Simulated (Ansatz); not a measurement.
Program: Ansatz. Geometries: PBE0-D4/def2-TZVP. ΔE: electronic, gas phase. CCSD(T)/CBS adds triple-zeta CCSD(T) − MP2 to the extrapolated MP2 energy (def2 sets, frozen cores). This one scheme is used for every species. Functionals use def2-TZVPP. HSE06 is defined as in plane-wave codes. Open shells (•) are unrestricted, without spin–orbit coupling. For Ga outer-core shells are correlated without core-valence functions, which leaves a few kJ/mol of doubt a bond. Scalar relativity is left out up to krypton. Each species was taken in one conformer, which may not be the lowest.

`[F][Ga]([Cl])[O][SiH3]` → `[O][Ga]([F])[Cl]`• + `[SiH3]`•  (homolysis of the O–Si bond)

`[F][Ga]([Cl])[O][SiH3]`:

Z-matrix (Å, degrees):
```
Si
O 1 1.644
H 1 1.483 2 107.6
H 1 1.487 2 110.7 3 -119.7
H 1 1.486 2 110.5 3 119.6
Ga 2 1.750 1 138.0 3 176.8
Cl 6 2.100 2 122.2 1 179.5
F 6 1.738 2 118.5 1 -0.6
```

`[O][Ga]([F])[Cl]`•:

```xyz
4

O     0.702    1.615    0.463
Ga    0.055   -0.003    0.043
F     0.843   -1.384    0.730
Cl   -1.600   -0.228   -1.236
```

`[SiH3]`•:

Cartesian coordinates in Å:
```
Si -0.219 -0.255 0.029
H 0.729 -0.345 1.169
H -0.993 1.013 0.072
H 0.483 -0.413 -1.270
```

```
             level  ΔE (kJ/mol)  difference from CCSD(T)/CBS
         revPBE-D4        503.7                        -58.3
        r2SCANh-D4        519.1                        -42.9
        r2SCAN0-D4        518.2                        -43.8
           ωB97X-V        545.0                        -17.0
          PBE-QIDH        546.3                        -15.7
               PBE        514.8                        -47.2
              PBE0        518.1                        -43.9
           r2SCANh        517.0                        -45.0
             HSE06        518.7                        -43.3
RPA@PBE/def2-TZVPP        517.4                        -44.6
       HF/def2-SVP        413.7                       -148.3
     CCSD/def2-SVP        511.8                        -50.2
     HF/def2-TZVPP        419.3                       -142.7
    MP2/def2-TZVPP        581.3                         19.3
     HF/def2-QZVPP        421.4                       -140.6
    MP2/def2-QZVPP        592.7                         30.7
       CCSD(T)/CBS        562.0                            0
```

Largest T1 diagnostic among the species: 0.015.

From BLYP to BHLYP (50 % exact exchange), in def2-TZVPP and without D4, ΔE moves by +13.1 kJ/mol. At CCSD(T), def2-SVP lies −45.6 kJ/mol from the extrapolated value and def2-TZVPP −18.6 kJ/mol: correlation converges slowly with the basis, and small sets miss more of it in the bonded molecule than in its fragments. Leaving LDA and LC-ωPBE aside and taking each functional with its dispersion term where it has one, the values, not all of them listed here, spread over 46.1 kJ/mol, from revPBE-D4 to ωB97M-V. LDA lies +82.0 kJ/mol from PBE without D4, its usual overbinding.

CCSD(T)/CBS has its own doubt, a few kJ/mol and more with outer-core shells, so smaller differences from it don't rank the levels.
